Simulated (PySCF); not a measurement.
# NiCl₄, singlet: computed properties

Computed with PBE0/[Ni def2-SVP, Cl def2-SVP], no relativity, density fitting, PySCF.

The structure is a minimum.

```xyz
5
charge 0 multiplicity 1, angstrom
Ni    0.0000    0.0000   -0.3154
Cl    0.0000    2.0446   -0.7873
Cl    0.0000   -2.0446   -0.7873
Cl    1.5763    0.0000    1.0486
Cl   -1.5763    0.0000    1.0486
```

```
Point group                                                                   : C2v
Bond lengths                                                                  : Ni–Cl 2.085 Å (×2), Ni–Cl 2.098 Å (×2)
Bond angles                                                                   : Cl–Ni–Cl 98.4° (×5), Cl–Ni–Cl 154.0°
Dipole moment                                                                 : 0.54 D
Heat capacity Cp at 298.15 K                                                  : 97.5 J/(mol K)
Principal quadrupole moments (Buckingham, traceless) about the centre of mass : -5.10, 2.29, 2.81 D Å
Zero-point energy                                                             : 13.4 kJ/mol
Rotational constants                                                          : 0.05623, 0.04029, 0.03616 cm⁻¹
Atomisation energy without zero-point energy                                  : 902 kJ/mol
Rotational symmetry number                                                    : 2
Lowest empty level                                                            : -6.44 eV
Enthalpy at 298.15 K above 0 K                                                : 22.45 kJ/mol
Entropy at 298.15 K and 1 bar                                                 : 379.7 J/(mol K)
Highest occupied level                                                        : -8.98 eV
Principal polarisabilities                                                    : 58.3, 67.3, 101.3 bohr³
```

Harmonic modes (masses in u: Ni 57.935, Cl 34.969):
```tsv
symmetry	ω (cm⁻¹)	IR (km/mol)	type
a2	46	0.0	bend
a1	94	0.3	bend
b2	102	1.4	bend
a1	143	0.9	bend
b1	148	0.8	bend
a1	355	0.2	stretch
a1	424	10.0	stretch
b1	446	3.6	stretch
b2	476	73.1	stretch
```

In C2v the vibrations span a2 + 4a1 + 2b2 + 2b1. The a2 mode carries no infrared intensity, as symmetry demands.

Charges (e):
```json
{"atom": "Ni1", "Mulliken": "0.27", "Löwdin": "-0.15", "polar tensor": "0.82", "Mayer order to Ni1": "–"}
{"atom": "Cl2,3", "Mulliken": "-0.12", "Löwdin": "-0.01", "polar tensor": "-0.34", "Mayer order to Ni1": "1.07"}
{"atom": "Cl4,5", "Mulliken": "-0.02", "Löwdin": "0.08", "polar tensor": "-0.07", "Mayer order to Ni1": "1.06"}
```

Mulliken populations on Ni1: s 6.54, p 12.82, d 8.36, f 0.00.

Formally Ni is in oxidation state +4, d6, with 0 unpaired electrons (the high-spin count would be 4). The polar-tensor charge on Ni, 0.82, is far below the formal one.

Stability towards spin polarisation was not tested. Other isomers or separated fragments may lie lower.

The final relaxation and frequency run took roughly 5 core-minutes on a shared host.
